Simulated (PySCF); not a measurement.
Run record: geometry optimisation, `P[SiH](P)P`.

Method: PBE0-D3(BJ)/def2-SVP geometry optimisation, gas phase (PySCF 2.14.0). Start geometry: GFN2-xTB. A driver script takes a list of jobs; this job's settings line and coordinates (Å) are shown.

Command:
```bash
OMP_NUM_THREADS=1 python probes_run.py task.json out
```

Input:
```
{"job": {"xc": "PBE0", "basis": "def2-SVP", "d3": "d3bj", "grid": 1, "shake": 0.01, "kind": "geom"}, "charge": 0, "multiplicity": 1}
P     -1.686360    -1.248380     0.583800
Si    -0.109810    -0.161770    -0.623500
P      1.965730    -0.892370    -0.139680
P     -0.254280     2.103100    -0.515510
H     -1.099420    -1.026320     1.797520
H     -1.128570    -2.464960     0.435170
H     -0.331730    -0.517700    -2.028890
H      2.629300     0.117460    -0.853940
H      2.088950    -0.172810     1.073470
H     -1.668210     2.093150    -0.624680
H     -0.367480     2.144790     0.880560
```

Task: Give the output.

Result: 
```
step   0  E = -1316.85079300  max force = 0.036962
step   1  E = -1316.85704732  max force = 0.008771
step   2  E = -1316.85750172  max force = 0.002048
step   3  E = -1316.85753686  max force = 0.000352
step   4  E = -1316.85754554  max force = 0.000777
step   5  E = -1316.85754849  max force = 0.000734
step   6  E = -1316.85754880  max force = 0.000353
optimisation converged
```

Energies in Eh; «max force» is the largest Cartesian gradient component in Eh/bohr.

Task: Give the first gradient maximum in eV/Å.

Result: With 1 Eh/bohr = 51.422 eV/Å, 1.901 eV/Å.

Task: How much energy does the optimisation release, in kcal/mol?

Result: E(step 0) − E(last step) = 0.006756 Eh, which is 4.2 kcal/mol.

Summary of the converged run: final energy -1316.85755 Eh after 6 steps; dipole 0.73 D.

On one thread, Arm Neoverse V2 (aarch64), no GPU, shared host with 96 logical CPUs at a one-minute load of 80, this took 31 s and 0.45 GiB of memory at its peak.
Labels such as C1 count atoms from 1, the log's own numbers from 0.
